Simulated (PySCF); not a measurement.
BrGeH3Se. Atoms are numbered in the order given.

```xyz
6

Se     0.1137    -0.0715     1.0805
Br     0.4077    -1.6122    -0.6362
Ge    -0.5075     1.6517    -0.3902
H     -0.7865     2.8621     0.5122
H      0.6555     1.9234    -1.3479
H     -1.7632     1.2181    -1.1509
```
Charge 0, spin multiplicity 1.

The structure is a stationary point at ωB97X-D3(BJ)/def2-SVP. The structure was generated by enumeration, and PubChem lists no compound with its InChIKey, so it may never have been made.

The numbers are results of TDDFT-PBE/def2-SVPD (PySCF 2.14.0), not measurements.

Vertical excitations. 

Computed UV-visible absorptions:
```json
[
 {"state": "S1", "energy (eV)": "2.47", "λ (nm)": "503", "f": "0.001", "main pairs": "HOMO→LUMO 100 %"},
 {"state": "S2", "energy (eV)": "3.71", "λ (nm)": "334", "f": "0.004", "main pairs": "HOMO−1→LUMO 100 %"},
 {"state": "S3", "energy (eV)": "4.29", "λ (nm)": "289", "f": "0.005", "main pairs": "HOMO→LUMO+1 99 %"},
 {"state": "S4", "energy (eV)": "4.58", "λ (nm)": "271", "f": "0.001", "main pairs": "HOMO−2→LUMO 99 %"},
 {"state": "S5", "energy (eV)": "5.12", "λ (nm)": "242", "f": "0.000", "main pairs": "HOMO→LUMO+2 100 %"},
 {"state": "S6", "energy (eV)": "5.27", "λ (nm)": "235", "f": "0.016", "main pairs": "HOMO−3→LUMO 91 %"},
 {"state": "S7", "energy (eV)": "5.60", "λ (nm)": "221", "f": "0.001", "main pairs": "HOMO−5→LUMO 92 %"},
 {"state": "S8", "energy (eV)": "5.61", "λ (nm)": "221", "f": "0.035", "main pairs": "HOMO−1→LUMO+1 85 %"},
 {"state": "S9", "energy (eV)": "5.77", "λ (nm)": "215", "f": "0.017", "main pairs": "HOMO−4→LUMO 89 %"},
 {"state": "S10", "energy (eV)": "5.95", "λ (nm)": "208", "f": "0.000", "main pairs": "HOMO→LUMO+3 99 %"},
 {"state": "T1", "energy (eV)": "1.85", "λ (nm)": "670", "f": "0", "main pairs": "HOMO→LUMO 100 %"},
 {"state": "T2", "energy (eV)": "3.15", "λ (nm)": "393", "f": "0", "main pairs": "HOMO−1→LUMO 100 %"},
 {"state": "T3", "energy (eV)": "3.98", "λ (nm)": "311", "f": "0", "main pairs": "HOMO→LUMO+1 100 %"},
 {"state": "T4", "energy (eV)": "4.08", "λ (nm)": "304", "f": "0", "main pairs": "HOMO−2→LUMO 99 %"}
]
```
Triplets are in the Tamm–Dancoff approximation, which puts them higher than full response would, so one can lie above its singlet here.
